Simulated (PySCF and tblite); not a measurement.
The numbers below are computed, except where a source is named.
C₆H₉NOSi, numbered as in [N:1]#[C:2][C@H:3]1[CH2:4][C@H:5]([SiH3:6])[CH2:7][C:8]1=[O:9].

Search: ETKDG and KDG, MMFF94s, GFN2-xTB, 60 starts; geometries at GFN2-xTB. Energies: PBE0-D3(BJ)/pcSseg-1, with GFN2-xTB thermal terms (modes under about 100 cm⁻¹ blended into free rotors). Symmetry numbers and mirror images are counted. Conformers within 2.5 kcal/mol (GFN2-xTB free energy) were kept, 6 at most. Of two unlike H on one atom, a is the less shielded (PBE0/pcSseg-1). Run with PySCF (density fitting) and tblite.

An NOE distance is ⟨r⁻⁶⟩^(−1/6) over all pairs of like atoms and, for the average, over conformers.

The 5-ring runs over atoms 3–4–5–7–8.

```csv
conformer,shape,weight %
1,"5-ring twist (ring torsions 40, -31, 11, 14, -33°)",93.4
2,"5-ring envelope (ring torsions -38, 37, -22, -2, 25°)",6.6
```

(1) Which H–H contacts under 3.5 Å would NOEs report (pairs on one atom left out) at 298.15 K?

(2) In a model where alignment follows shape alone (order matrix 0.002 × (3G/tr G − 1)/2, G the second moments of the atom positions; splitting J + 2D), what are the one-bond C–H dipolar couplings D?

Answers

(1) 
```json
{"pair": "H5 ··· H7a", "in 1 (Å)": "2.41", "in 2 (Å)": "2.40", "average (Å)": "2.41"}
{"pair": "H4a ··· H5", "in 1 (Å)": "2.42", "in 2 (Å)": "2.38", "average (Å)": "2.42"}
{"pair": "H3 ··· H4b", "in 1 (Å)": "2.43", "in 2 (Å)": "2.41", "average (Å)": "2.43"}
{"pair": "H3 ··· H4a", "in 1 (Å)": "2.75", "in 2 (Å)": "3.04", "average (Å)": "2.77"}
{"pair": "H4b ··· H7b", "in 1 (Å)": "2.82", "in 2 (Å)": "4.24", "average (Å)": "2.85"}
{"pair": "H4b ··· H5", "in 1 (Å)": "3.05", "in 2 (Å)": "2.69", "average (Å)": "3.01"}
{"pair": "H5 ··· H7b", "in 1 (Å)": "3.05", "in 2 (Å)": "2.72", "average (Å)": "3.01"}
{"pair": "H5 ··· H6", "in 1 (Å)": "3.14", "in 2 (Å)": "3.13", "average (Å)": "3.14"}
{"pair": "H6 ··· H7b", "in 1 (Å)": "3.21", "in 2 (Å)": "3.23", "average (Å)": "3.21"}
{"pair": "H4b ··· H6", "in 1 (Å)": "3.25", "in 2 (Å)": "3.19", "average (Å)": "3.25"}
```

Longer pairs under the limit may be missing.

(2) H3 2.6 Hz (2.2 in conformer 1), H4a 5.7 Hz (5.9 in conformer 1), H4b 9.5 Hz (9.9 in conformer 1), H5 10.6 Hz (10.8 in conformer 1), H7b 4.9 Hz (5.5 in conformer 1), H7a 9.6 Hz (9.9 in conformer 1).
